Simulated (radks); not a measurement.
The numbers below are computed, except where a source is named.
Q: The mean radii <r> (bohr) of the occupied orbitals of an atom or ion are listed with their occupations. Level of theory: scalar-relativistic Kohn-Sham, PBEsol, spin-polarised, spherical densities, finite nucleus; Fermi nuclear charge, rms radius of each element as measured or else 0.836 A^(1/3) + 0.57 fm (a radial shooting solver on a logarithmic mesh with Libxc functionals).

orbital  occ.     <r>
1s          2  0.3272

Name the element and its charge. Open shells, if any, are filled with parallel spins first.

A: Z = 5, boron, charge +3: B3+ in [He]. The 1s radius gives Z: for a bare nucleus <r> = (2 gamma + 1)/(2Z) with gamma = sqrt(1 - (Z/c)^2), 0.2999 bohr for Z = 5, and screening makes it slightly larger (0.3272 here). The occupations add up to 2, and the charge is Z minus that.
